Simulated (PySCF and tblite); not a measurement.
Results of a calculation; reference values are marked as such.
Stationary points of C₅H₅NO at GFN2-xTB, in Å:

Structure A

```
 1 O     2.813   -0.731   -0.489
 2 C     2.066    0.125   -0.078
 3 C     0.624    0.037   -0.025
 4 C    -0.273    1.031    0.454
 5 C    -1.533    0.532    0.320
 6 N    -1.445   -0.720   -0.218
 7 C    -0.154   -1.033   -0.432
 8 H     2.463    1.088    0.307
 9 H     0.000    1.990    0.845
10 H    -2.483    0.966    0.563
11 H    -2.231   -1.316   -0.422
12 H     0.154   -1.970   -0.851
```

Structure B

```
 1 O     2.743    0.429   -1.027
 2 C     2.086    0.126   -0.070
 3 C     0.615    0.025   -0.030
 4 C    -0.278    1.085    0.261
 5 C    -1.544    0.573    0.205
 6 N    -1.458   -0.745   -0.106
 7 C    -0.153   -1.090   -0.252
 8 H     2.575   -0.095    0.905
 9 H    -0.002    2.096    0.479
10 H    -2.489    1.053    0.363
11 H    -2.238   -1.370   -0.222
12 H     0.145   -2.088   -0.506
```

Structure C

```
 1 O     2.732    1.120   -0.051
 2 C     2.068    0.113   -0.080
 3 C     0.624    0.043   -0.027
 4 C    -0.285    1.133    0.069
 5 C    -1.541    0.608    0.088
 6 N    -1.440   -0.752    0.008
 7 C    -0.143   -1.109   -0.061
 8 H     2.551   -0.885   -0.153
 9 H    -0.008    2.167    0.116
10 H    -2.496    1.090    0.151
11 H    -2.220   -1.389    0.004
12 H     0.162   -2.134   -0.130
```

Level: PBE0/pcSseg-1 + D3(BJ), IEF-PCM methanol on GFN2-xTB stationary points, with GFN2-xTB thermal terms.

Problem. Which structure is a saddle point, and along which motion?

Solution. B: one imaginary mode (174i cm⁻¹ at GFN2-xTB, mostly on O1, H8, C2), along the rotation about the C3–C2 bond (torsion C4–C3–C2–O1 from -180° to 0°, rising).

Problem. Give their symmetry and energies above the lowest.

Solution. A Cs, 0.7 kcal/mol; B C1, 12.4 kcal/mol; C Cs, 0.0 kcal/mol.
